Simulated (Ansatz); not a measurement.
Compare A (`C[Se]C=N`) with its isomer B (`C/N=C/[SeH]`).

Gas-phase electronic energies from Ansatz, PBE0-D4/def2-TZVP geometries. CCSD(T)/CBS is the MP2 limit (def2-TZVPP, def2-QZVPP) plus CCSD(T) − MP2 in def2-TZVPP, frozen cores. DFT in def2-TZVPP. B3LYP here is the variant with VWN-RPA as its local correlation; programs differ in this. For Se outer-core shells are correlated without core-valence functions, which leaves a few kJ/mol of doubt a bond. Scalar relativity is left out up to krypton. Each species was taken in one conformer, which may not be the lowest.

Problem. Which is lower in electronic energy at CCSD(T)/CBS, and by how much? (An estimate is asked.)

Solution. Ansatz gave: A, by 4.4 kcal/mol.

Problem. Give E(B) − E(A) in kcal/mol with PBE0-D4, ωB97M-V, CCSD/def2-TZVPP, MP2/def2-TZVPP, r2SCAN-D4, HF/def2-TZVPP, B3LYP-D4. (An estimate is asked.)

Solution. Ansatz gave: PBE0-D4 3.6, ωB97M-V 4.0, CCSD/def2-TZVPP 3.9, MP2/def2-TZVPP 4.6, r2SCAN-D4 4.0, HF/def2-TZVPP 2.6, B3LYP-D4 3.5. None reverses the order clearly.

Largest T1 diagnostic: 0.011.

In def2-TZVPP, CCSD(T) changes the Hartree–Fock value by +1.4 kcal/mol (the triples alone add +0.2 kcal/mol) and MP2 by +2.0 kcal/mol.
